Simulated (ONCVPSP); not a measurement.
# Mn: ONCV pseudisation with PBE, scalar-relativistic reference atom.

```
Element                 : manganese
Generator               : ONCVPSP 4.0.1
Type                    : optimised norm-conserving Vanderbilt (ONCV)
Functional              : PBE
Relativity              : scalar-relativistic
Frozen core             : [Ne]
Valence charge          : 15
Reference configuration : 3s2 3p6 3d5 4s2
Partial waves           : 3s+4s: rc 1.55 bohr, ncon 4, nbas 8, qcut 8.5 1/bohr, 2 projectors; 3p: rc 1.00 bohr, ncon 3, nbas 7, qcut 8.3 1/bohr, 2 projectors, debl 1.6 Ha; 3d: rc 1.75 bohr, ncon 4, nbas 9, qcut 8.2 1/bohr, 1 projector; f scattering state at 0.3 Ha: rc 1.65 bohr, ncon 4, nbas 8, qcut 7.7 1/bohr, 1 projector
Local potential         : polynomial inside 0.75 bohr (lpopt 5, dvloc0 0 Ha)
Core correction         : none
```

In the p channel the program set the typed energies aside and used -2.006, 0.250 Ha.

Calculated quality:

| Property | Result |
| --- | --- |
| Cutoffs needed | 29 Ha and 34 Ha (the cutoffs (Ha) at which the residual kinetic energy of the hardest occupied pseudo-wave falls to 1 and 0.1 mHa per electron) |
| Ghost test | no bound ghost flagged; GHOST(+) flagged for s at 246.9 eV |
| Largest excitation error | -275 meV (all-electron minus pseudo) for 3s2 3p5 3d5 4s2, out of 4 test configurations |

Generation and tests took about 2.6 s on one core of a shared server CPU.
